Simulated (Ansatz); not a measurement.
Born–Oppenheimer molecular dynamics of Cl4H2W (7 atoms, charge 0, multiplicity 1). It starts from a relaxed structure.

All numbers below come from RKS r2SCANh/def2-SVP (Ansatz 0.2.0).

```yaml
ensemble: NVE (velocity Verlet)
time_step: 0.25 fs
steps_asked: 100
starting_velocities_drawn_for: 300 K
masses: H 2.014 u
seed: 261522
```

First frame:

```xyz
7
Properties=species:S:1:pos:R:3
W 0.289 0.000 -0.289
H -0.126 0.000 1.325
Cl 2.399 0.000 0.667
Cl 0.050 2.245 -0.050
H -1.325 0.000 0.126
Cl 0.050 -2.245 -0.050
Cl -0.667 0.000 -2.399
```

Task: What does the run give?

Result: All steps were run.

```json
{
  "steps done": "100",
  "time covered": "25 fs",
  "mean temperature over the second half": "131 K",
  "spread of the potential energy over the second half": "2.3 meV per atom",
  "mean potential energy of the second half above the start": "15.6 meV per atom"
}
```

The conserved energy stayed within 0.0066 meV per atom of its start (net change 0.0037 meV per atom), so the integration is sound. A run of 0.025 ps of so small a system gives no equilibrium averages.

Task: What happens to the structure?

Result: The same pairs are bonded in the first frame and the last. Pairs count as bonded within 1.25 times the sum of covalent radii (0.12 Å more for H–H). The details hang on the random start.

Task: How do temperature and energy run in time?

Result: 
```csv
time (fs),T (K),potential energy less start (eV),conserved less start (meV/atom)
0,300,0.000,0.00
1.25,292,0.005,0.00
2.5,271,0.019,0.00
3.75,243,0.037,0.00
5,215,0.055,0.00
6.25,191,0.071,0.01
7.5,173,0.082,0.01
8.75,162,0.089,0.00
10,154,0.095,0.00
11.25,144,0.101,0.00
12.5,131,0.109,0.00
13.75,116,0.119,0.00
15,102,0.128,0.01
16.25,97,0.131,0.01
17.5,104,0.127,0.01
18.75,122,0.115,0.00
20,143,0.101,0.00
21.25,159,0.091,0.00
22.5,165,0.087,0.00
23.75,161,0.090,0.00
25,150,0.097,0.00
```

Time of the run: 7.2 min on 4 threads of Arm Neoverse V2, on a shared host, peak memory 0.34 GiB.
